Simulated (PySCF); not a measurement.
# Br⁺ (bromine, charge +1) across methods

[Ar] 3d10 4s2 4p4, high-spin 3P determinant. All numbers are calculated (PySCF 2.14, the non-relativistic Hamiltonian (point nucleus), in def2-TZVPPD).

| method | E (hartree) | mean ε 4s β (eV) | mean ε 4p α (eV) | mean ε 4p β (eV) | Σ⟨r²⟩ (bohr²) | ⟨S²⟩ |
| --- | --- | --- | --- | --- | --- | --- |
| r2SCAN | -2573.656 | -28.589 | -18.758 | -16.889 | 31.60 | 2.004 |
| B97-3 | -2573.455 | -30.080 | -19.761 | -17.952 | 31.66 | 2.003 |
| LDA | -2570.105 | -28.780 | -18.306 | -16.622 | 31.71 | 2.001 |
| r2SCAN0 | -2573.658 | -30.143 | -20.132 | -18.173 | 31.60 | 2.005 |
| PBE0 | -2573.377 | -30.041 | -19.792 | -17.926 | 31.68 | 2.003 |
| wB97M-V | -2573.535 | -32.666 | -21.983 | -20.236 | 31.85 | 2.002 |
| LC-wPBE | -2573.321 | -33.323 | -22.708 | -20.921 | 31.61 | 2.004 |
| UHF | -2572.00305 | -33.645 | -23.537 | -21.095 | 31.93 | 2.009 |

Task: Estimate the same row for PBE.

Result: E (hartree) = -2573.287; mean ε 4s β (eV) = -28.404; mean ε 4p α (eV) = -18.245; mean ε 4p β (eV) = -16.522; Σ⟨r²⟩ (bohr²) = 31.75; ⟨S²⟩ = 2.002.
